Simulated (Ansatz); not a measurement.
CH$_{3}$FMgS (SMILES C[S][Mg][F]), singlet, geometry from GFN2-xTB (such geometries of metal compounds can be far from the true shape); HF/3-21G (Ansatz, a program for electronic structure).

The Ansatz input:
Ansatz 0.2 input:
```yaml
crystal:
  periodic: [false, false, false]
  atoms:
    - {symbol: Mg, position_ang: [-0.78218391, 0.35606616, 1.02043558]}
    - {symbol: F, position_ang: [-1.77588298, 1.05101145, -0.20679357]}
    - {symbol: S, position_ang: [1.11540857, -0.70495400, 0.25502867]}
    - {symbol: C, position_ang: [0.84826380, -0.29567144, -1.49399673]}
    - {symbol: H, position_ang: [-0.12099571, -0.67022160, -1.82007576]}
    - {symbol: H, position_ang: [1.64440655, -0.79055431, -2.04361217]}
    - {symbol: H, position_ang: [0.90962318, 0.78217165, -1.63687540]}
basis:
  gaussian:
    orbitals: 3-21G.json
hamiltonian:
  xc: hf
```
The basis file holds 3-21G in the JSON format of the Basis Set Exchange.

Predict the main parts of the log of this Ansatz run.


```
Functional definition: HF
539 factors; integrals over basis functions are off by at most 1.0e-3 eV
mean field evaluation 1: about -19927.2909 eV, gradient 3.5e1 eV
mean field evaluation 2: about -19927.5711 eV, gradient 3.5e1 eV
mean field evaluation 4: about -19929.9838 eV, gradient 1.5e0 eV
mean field evaluation 8: about -19930.0239 eV, gradient 1.9e-1 eV
mean field -19930.02450002 eV, -732.4148913198 hartree, gradient 3.5e-5 eV, S^2 0.000000; 0 other end points of the search recorded, 0 dependent functions left out
reference -19930.02450002 eV, -732.4148913198 hartree; 23, 23 occupied and 27, 27 virtual orbitals, 539 factors
Total energy: -19930.02450002 eV, -732.4148913198 hartree
```
